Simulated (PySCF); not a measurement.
H₃Si, SMILES [SiH3+], charge +1.

The structure is a stationary point at PBE0-D3(BJ)/def2-TZVPD.

Computed with r2SCAN/def2-TZVPD (PySCF).

The molecule is in vacuum.

Question: Estimate the frontier levels, gap, dipole moment and polarisability. (Estimate from the structure and the level; the computed values follow.)

Answer: 
```json
{
  "highest_occupied_level": "-16.67 eV",
  "lowest_empty_level": "-10.89 eV",
  "orbital_gap": "5.79 eV",
  "dipole_moment_about_the_centre_of_nuclear_charge": "0.00 D",
  "mean_static_polarisability": "20.4 bohr³ (3.02 Å³)",
  "polarisability_principal_values": "16.6, 22.3, 22.3 bohr³"
}
```
